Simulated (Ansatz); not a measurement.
Two structures of AlNH₄SF₂, closed shell, reached by relaxing down either side of one saddle point (PBE0-D4/def2-TZVP). Energies are electronic, without zero-point energy. Ansatz 0.2.0; basis: def2-TZVPP and def2-QZVPP; cores frozen in the correlated methods. Extrapolation: Hartree–Fock as exp(−7.88 √X), correlation as X^−2.97. First:

Al1  (-0.439, 0.504, -0.565)
S2  (1.518, 1.289, -1.202)
F3  (-1.105, -0.686, -1.516)
F4  (-1.468, 1.614, 0.119)
H5  (0.892, -0.616, 1.318)
N6  (-0.096, -0.600, 1.084)
H7  (1.712, 0.264, -2.050)
H8  (-0.408, -1.556, 0.940)
H9  (-0.606, -0.212, 1.872)
(Å)

Second:

Al1  (-0.853, 0.250, -0.254)
S2  (1.405, 0.899, -1.155)
F3  (-1.361, -0.390, -1.698)
F4  (-1.264, 1.810, 0.133)
H5  (1.957, 1.135, 0.048)
N6  (-0.548, -0.873, 1.080)
H7  (1.888, -0.355, -1.198)
H8  (-0.640, -1.872, 0.995)
H9  (-0.585, -0.604, 2.049)
(Å)

Question: Which bonds change from the first to the second?

Answer: AlHSF₂ ([F][Al]([F])[SH]) + NH₃ → AlNH₂F₂ ([NH2][Al]([F])[F]) + H₂S (still joined by a long Al–S bond); bonds formed: S2–H5; dative contacts that become bonds: Al1–N6; bonds broken: H5–N6; bonds weakened to dative contacts: Al1–S2.

Question: Give the saddle point's structure and its height above each. (To be estimated.)

Answer: The calculation gives: 1.494 eV above the first and 0.304 eV above the second (CCSD(T) at an estimated basis limit (MP2 extrapolated from triple and quadruple zeta, plus CCSD(T) − MP2 in triple zeta)).
Al1  (-0.800, 0.365, -0.384)
S2  (1.537, 0.981, -0.719)
F3  (-1.214, -0.513, -1.721)
F4  (-1.609, 1.748, 0.006)
H5  (1.178, 0.067, 0.377)
N6  (-0.189, -0.631, 1.037)
H7  (1.719, -0.038, -1.577)
H8  (-0.229, -1.641, 0.998)
H9  (-0.392, -0.338, 1.983)
(Å)

The T1 diagnostic stays at or below 0.012.

Labels in which every atom is bracketed show which atoms are joined, not bond orders.

For scale, one of the runs: CCSD(T)/def2-TZVPP, 233 basis functions, launched by `ansatz run in.yaml --threads 4 --pin off --events-out ev --progress --plain --max-ram 9574MiB`. Hardware: 4 CPU threads of an Intel Xeon 6975P-C, shared host. Wall time 32 s; peak host memory 4.4 GiB.
